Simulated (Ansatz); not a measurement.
Ansatz (a first-principles code) job for Te(OMe)(SeH) (CH₄OSeTe), SMILES CO[Te][SeH], PBE/def2-SVPD. The structure is a stationary point at PBE0-D3(BJ)/def2-SVP. This is a generated structure with no PubChem entry under its InChIKey; it may be hypothetical. The def2 effective core potentials stand for the cores of Te; spin–orbit coupling is left out. Other conformers were not sampled.

Ansatz 0.2 input:
```yaml
crystal:
  periodic: [false, false, false]
  atoms:
    - {symbol: Te, position_ang: [0.49735195, -0.06056888, 0.75546949]}
    - {symbol: O, position_ang: [1.66835433, -0.82964172, -0.67003310]}
    - {symbol: C, position_ang: [1.20995315, -1.97743551, -1.33098963]}
    - {symbol: H, position_ang: [0.30026771, -1.78009068, -1.92943299]}
    - {symbol: H, position_ang: [2.00808426, -2.29053801, -2.02368429]}
    - {symbol: H, position_ang: [0.99551906, -2.81633990, -0.64223786]}
    - {symbol: Se, position_ang: [-1.39768487, 0.84975315, -0.61117429]}
    - {symbol: H, position_ang: [-2.25144071, -0.35330978, -0.56293006]}
basis:
  gaussian:
    orbitals: def2-SVPD
hamiltonian:
  xc: {name: PBE}
```

Output:

```
WARN ansatz: RAYON_NUM_THREADS=1 ignored (pool sized by the plan → 1); use --threads N
Functional definition: PBE
integrals: 0.10 GiB planned
1441 factors; their error is unknown
mean field: 0.58 GiB planned
mean field evaluation 1: about -75760.3428 eV, gradient 6.0e1 eV
mean field evaluation 2: about -75640.7196 eV, gradient 1.9e2 eV
mean field evaluation 4: about -75766.8243 eV, gradient 2.5e1 eV
mean field evaluation 8: about -75768.4812 eV, gradient 2.9e-1 eV
mean field evaluation 16: about -75768.4452 eV, gradient 2.7e-4 eV
mean field -75768.44518732 eV, -2784.4390029372 hartree, gradient 7.5e-5 eV, S^2 0.000000; 0 other end points of the search recorded, 0 dependent functions left out
reference -75768.44525451 eV, -2784.4390054066 hartree; 38, 38 occupied and 113, 113 virtual orbitals, 1441 factors
Total energy: -75768.44525451 eV, -2784.4390054066 hartree
```

The calculation finished and met its thresholds.
